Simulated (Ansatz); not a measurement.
Compare A (`[SiH3]/C=C/[SiH3]`) with its isomer B (`C1[SiH2]C[SiH2]1`).

Isolated molecules relaxed with PBE0-D4/def2-TZVP in Ansatz; ΔE leaves out vibrations. CBS: MP2 limit from def2 TZ/QZ plus the TZ coupled-cluster correction, frozen cores. This one scheme is used for every species. Functionals use def2-TZVPP. B3LYP here is the variant with VWN-RPA as its local correlation; programs differ in this.

Which is lower in electronic energy at CCSD(T)/CBS, and by how much? (Best estimate.)

Computed: B, by 25.6 kcal/mol.

Give E(B) − E(A) in kcal/mol with PBE0-D4, BLYP-D4, CCSD(T)/def2-TZVPP, B3LYP-D4, B3LYP, CCSD(T)/def2-SVP, B2PLYP. (Best estimate.)

Computed: PBE0-D4 -30.0, BLYP-D4 -19.7, CCSD(T)/def2-TZVPP -24.4, B3LYP-D4 -22.3, B3LYP -21.1, CCSD(T)/def2-SVP -19.0, B2PLYP -23.2. None reverses the order clearly.

Does the order hold for the free energy at 298.15 K (harmonic terms from PBE0-D4)? (An estimate is asked.)

The calculation gave: Yes: G(B) − G(A) = -21.4 kcal/mol.

Largest T1 diagnostic: 0.012.

The D4 term adds −1.3 kcal/mol with B3LYP and −0.6 kcal/mol with PBE0; it sums over pairs of atoms, weighted by their polarisabilities, and B3LYP, whose exchange is more repulsive, gets the larger term. Leaving LDA and LC-ωPBE aside and taking each functional with its dispersion term where it has one, the values, not all of them listed here, spread over 11.0 kcal/mol, from PBE-QIDH to BLYP-D4. LDA lies −6.0 kcal/mol from PBE without D4.
